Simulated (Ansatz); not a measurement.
Process, species as SMILES: [F][Bi][F] -> [F][Bi][F] as singlet, charge +1 + e-
Geometries: B3LYP-D3(BJ)/def2-TZVP minima from Ansatz (a first-principles code).

Property: adiabatic ionisation energy (electronic energy difference), in eV. Correlated levels leave the core frozen unless marked. Open shells are spin-unrestricted. No spin-orbit coupling. The frozen core is the preceding noble-gas configuration, with the filled d and f shells of earlier blocks. In def2 rows, elements after Kr have scalar-relativistic effective core potentials. CBS(X,Y): correlation extrapolated as X^-3; Hartree-Fock from the larger set. [CCSD(T)-MP2]/basis is that difference in the basis named.

```csv
level,program,adiabatic ionisation energy (eV)
HF/def2-TZVPPD,Ansatz,8.25
PBE-D3(BJ)/def2-TZVPD,Ansatz + dftd3,8.32
```

**Question.** What does RI-MP2/CBS(def2-TZVPPD,def2-QZVPPD)+[CCSD(T)-MP2]/def2-TZVPPD (Ansatz) give?

**Answer.** 8.40 eV
